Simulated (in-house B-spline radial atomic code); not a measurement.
## K³⁺: [Ne] 3s2 3p4

All numbers are computed (scalar-relativistic (X2C) OLYP, spin-polarised, spherical fractional occupations; Fermi nucleus of rms radius 3.4349 fm) with a radial B-spline atomic code at the basis-set limit, not measured.

Screening seen three ways: the hydrogenic charge with the same mean radius, Z_r = [3n² - l(l+1)]/(2<r>), the one with the same energy, Z_e = n√(-2ε), and Slater's rules. Values are occupation-weighted means over spin.

| shell | electrons | ε (eV) | <r> (bohr) | Z_r | Z_e | Slater |
| --- | --- | --- | --- | --- | --- | --- |
| 1s | 2 | -3563.8 | 0.08082 | 18.56 | 16.18 | 18.70 |
| 2s | 2 | -396.74 | 0.3862 | 15.53 | 10.80 | 14.85 |
| 2p | 6 | -323.57 | 0.3491 | 14.32 | 9.75 | 14.85 |
| 3s | 2 | -72.309 | 1.201 | 11.24 | 6.92 | 8.45 |
| 3p | 4 | -55.426 | 1.29 | 9.69 | 6.06 | 8.45 |

The least bound orbital is 3p down at -53.07 eV, and it is also the most diffuse (<r> = 1.306 bohr).
Radii and densities under X2C are those of the two-component orbitals, without the picture-change correction, which makes inner s shells of heavy atoms about 5 % too small.
